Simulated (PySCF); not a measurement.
C₄H₁₄O₂Si₃, SMILES C[Si](C)(C)[SiH2][SiH2]C(=O)O, GFN2-xTB optimised geometry. Atoms within 1.6 Å of the plane z = 0.8 Å (x, y, z in Å): C1 (1.60, 1.68, 0.00), Si2 (-0.31, 1.68, 0.00), C3 (-0.92, 0.83, 1.60), C4 (-0.92, 3.49, 0.00), O8 (0.80, -1.82, 0.20), H11 (1.97, 0.66, 0.08), H12 (2.00, 2.24, 0.84), H14 (-2.00, 0.74, 1.62), H15 (-0.50, -0.17, 1.66), H17 (-0.56, 4.04, 0.87), H18 (-2.01, 3.54, 0.01), H23 (0.15, -4.04, -0.01).

Computed with B3LYP/def2-SVP (PySCF).

Map of the log10 of the electron density (e/bohr³), floored at −4 on the plane z = 0.8 Å:

```
|                               |
|                               |
|            .::.               |
|          .:-==-:              |
|         :-=+**+-.             |
|        :-=+#%%#+:             |
|       .-=*#%@@#+-:...         |
|       .-+*#%@%#+-----.        |
|        :=+*#%#*+=+**+-.       |
|        :-=+*##***#%%*=:       |
|        .:=+*#####%@@#+-       |
|        .-=*#%%###%@%#+:       |
|        :=+#%@%%###%#*=:       |
|       .-+*#%@%#***##+=:       |
|       .-=*##%%*+++**+-.       |
|        :-=+*##*===++=:        |
|        .:-=++*++==--:.        |
|          .:-=++***=-.         |
|           .:-+*%%#+-.         |
|            .-+#@@%*=.         |
|            .-+#%@%*=.         |
|             :=*##*+-          |
|             :-=+++-.          |
|             :=+==-.           |
|             :=++=:            |
|             :=+=-.            |
|             .:--:             |
|              ...              |
|                               |
|                               |
|                               |
```
Scale: ten equal steps from -4.00 (start of ' ') to -0.580 (end of '@'), in the order ' .:-=+*#%@'; x runs from -6.50 to 6.50, y from -6.50 (bottom) to 6.50 (top).
